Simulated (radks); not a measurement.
Valence configurations of the copper ion Cu+ (all share [Ar]). All-electron calculation, non-relativistic Kohn-Sham, PBE, spin-polarised, spherical densities, point nucleus; open shells are filled with parallel spins first. Program: a radial shooting solver on a logarithmic mesh with Libxc functionals. Energies are relative to 3d10; eigenvalues in eV for spin up.

valence,E (eV),moment (Bohr magnetons),e(3d),e(4p),e(4s)
3d10,0.000,0,-13.752,-,-
3d9.5 4s0.5,1.330,1,-16.576,-,-12.761
3d9 4s1,3.249,2,-19.681,-,-13.920
3d9.5 4p0.5,4.051,1,-17.388,-7.776,-
3d9 4s0.5 4p0.5,6.156,2,-20.480,-8.543,-14.387
3d8.5 4s1 4p0.5,8.974,3,-23.830,-9.294,-15.506
3d9 4p1,9.090,2,-21.256,-8.942,-
3d8 4s2,10.837,2,-26.691,-,-15.406
3d8 4s1 4p1,15.922,4,-28.168,-10.387,-17.016
3d8 4p2,22.596,4,-29.609,-11.076,-

NIST lists [Ar] 3d10 as the ground configuration; this level of theory agrees among the configurations tried. The energies are those of spherical high-spin densities, not of single terms.
